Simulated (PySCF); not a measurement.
Molecule: SMILES C[C@H](F)CCBP, C4H11BFP.

Geometry (Å), atoms numbered from 1 in this order:
```xyz
18

C     1.7923    0.7306   -0.2619
C     0.9457   -0.3812   -0.8616
F    -0.1498    0.1974   -1.4935
C     0.4304   -1.3999    0.1541
C    -0.5290   -0.7643    1.1716
B    -1.7718   -0.0925    0.4510
P    -2.3112    1.6526    0.8406
H     2.6542    0.3057    0.2441
H     2.1361    1.3998   -1.0471
H     1.2069    1.3075    0.4489
H     1.5019   -0.8942   -1.6588
H    -0.0992   -2.1839   -0.3911
H     1.2898   -1.8497    0.6550
H     0.0287   -0.0790    1.8138
H    -0.8899   -1.5674    1.8207
H    -2.4772   -0.7576   -0.2069
H    -1.0969    2.3099    0.8582
H    -2.6697    2.0726   -0.4227
```

Frames of a GFN2-xTB Langevin trajectory at 300 K; GIAO PBE0/pcSseg-1 shieldings in PySCF, gas phase, non-relativistic; equivalent atoms averaged within each frame.

Referencing at the same level of theory: TMS for ¹³C (σ = 186.93 ppm) and ¹H (σ = 31.72 ppm); ¹⁹F (σ = 170.95 ppm) against CFCl3; ¹¹B (σ = 100.07 ppm) vs BF3·OEt2; ³¹P (σ = 318.38 ppm) vs H3PO4. The references are static minima.

Q: How do the shifts (ppm) fluctuate along the trajectory?

A: 
```tsv
time (fs)	C2	C4	C5	C1	F3	B6	P7	H16	H11	H12
optimised geometry	92.9	39.2	24.6	20.9	-192.8	87.0	-190.9	8.26	4.98	2.50
250	105.3	44.8	26.2	21.9	-174.5	92.2	-186.0	8.99	6.12	3.42
425	100.0	31.9	29.5	19.7	-186.6	98.5	-211.8	8.91	5.96	1.47
625	85.1	37.0	31.1	14.9	-204.2	99.9	-178.4	9.33	4.60	1.84
800	100.4	37.9	26.6	22.2	-174.4	94.3	-164.8	8.89	4.19	3.61
1000	106.2	40.1	26.5	29.3	-180.7	91.2	-209.9	8.40	5.49	2.37
mean of frames	99.4	38.3	28.0	21.6	-184.1	95.2	-190.2	8.90	5.27	2.54
standard deviation	8.5	4.7	2.2	5.2	12.4	3.8	20.4	0.33	0.85	0.95
```

5 frames give an uncertainty of the mean of about the standard deviation over 2.2 at best, since frames this close in time may not be independent; classical motion lacks zero-point vibration, and the reference would need the same averaging.
